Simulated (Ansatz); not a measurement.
Relaxation of C3H6OSSe (12 atoms, charge 0, multiplicity 1), to a largest force component of 0.015 eV/Å in at most 40 steps.

Computed with RKS B3LYP/def2-SVP (Ansatz 0.2.0).

```xyz
12
Properties=species:S:1:pos:R:3:forces:R:3
C -0.074 -1.400 -0.618 -2.51 2.58 -1.45
C 0.123 -0.128 0.242 -0.25 -1.74 1.31
S 1.883 0.119 0.487 1.69 -0.95 1.32
C -0.390 1.116 -0.390 -0.48 0.67 -2.13
O -0.076 1.484 -1.497 0.16 -0.45 0.89
Se -1.838 2.108 0.525 0.64 1.09 1.16
H 0.403 -1.242 -1.613 -0.24 -0.19 0.44
H 0.314 -2.246 -0.136 0.65 -1.55 0.88
H -1.209 -1.478 -0.747 1.20 -0.46 -0.11
H -0.344 -0.290 1.257 0.24 0.32 -0.94
H 2.039 -1.059 1.282 -0.07 1.39 -0.85
H -0.754 2.960 1.242 -1.02 -0.72 -0.52
```

Problem. Where does it end, and by what steps?

Solution. It converged. After 18 steps the energy has fallen by 0.818 eV; Se6 moved furthest, 1.11 Å.

| step | energy less start (eV) | largest force component (eV/Å) | accepted |
| --- | --- | --- | --- |
| 0 | 0.0000 | 2.577 | yes |
| 1 | -0.3226 | 1.423 | yes |
| 2 | -0.4149 | 1.668 | yes |
| 3 | -0.4370 | 1.165 | yes |
| 4 | -0.4829 | 0.279 | yes |
| 5 | -0.5167 | 0.796 | yes |
| 6 | -0.5999 | 0.649 | yes |
| 7 | -0.6645 | 0.835 | yes |
| 8 | -0.7397 | 0.343 | yes |
| 9 | -0.7542 | 1.018 | yes |
| 10 | -0.7672 | 0.941 | yes |
| 11 | -0.7906 | 0.252 | yes |
| 12 | -0.8047 | 0.498 | yes |
| 13 | -0.8107 | 0.298 | yes |
| 14 | -0.8144 | 0.193 | yes |
| 15 | -0.8161 | 0.133 | yes |
| 16 | -0.8178 | 0.072 | yes |
| 17 | -0.8181 | 0.020 | yes |
| 18 | -0.8182 | 0.011 | yes |

```xyz
12
Properties=species:S:1:pos:R:3
C 0.020 -1.364 -0.703
C -0.020 -0.126 0.185
S 1.655 0.361 0.823
C -0.644 1.066 -0.561
O -1.014 0.999 -1.699
Se -0.933 2.737 0.430
H 0.647 -1.188 -1.589
H 0.429 -2.221 -0.148
H -0.994 -1.622 -1.047
H -0.655 -0.297 1.070
H 1.789 -0.715 1.632
H -0.202 2.315 1.641
```

Whether the end is a true minimum wasn't checked by a vibrational analysis.

The run took 91 s on 2 threads of AMD EPYC 7B13 (Zen 3) (shared host), peak memory 0.42 GiB.
